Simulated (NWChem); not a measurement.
Molecule: MgH$_{2}$S; SMILES [MgH][SH]

```xyz
4

Mg     0.2335    -1.1423     0.0000
H      0.3869    -2.8293     0.0000
S      0.0624     1.1706     0.0000
H     -1.2907     1.1478     0.0000
```
Atoms are numbered in this order, from 1.

Level: PBE0/def2-SVP (NWChem); excitation at 532 nm, off resonance, unscaled harmonic frequencies. Structure relaxed at the PBE0/def2-SVP level.

Problem. Give the Raman lines with relative activities.

Solution. 
```tsv
wavenumber (cm⁻¹)	relative intensity
327	0.7
436	9.3
1639	100
2702	46
```
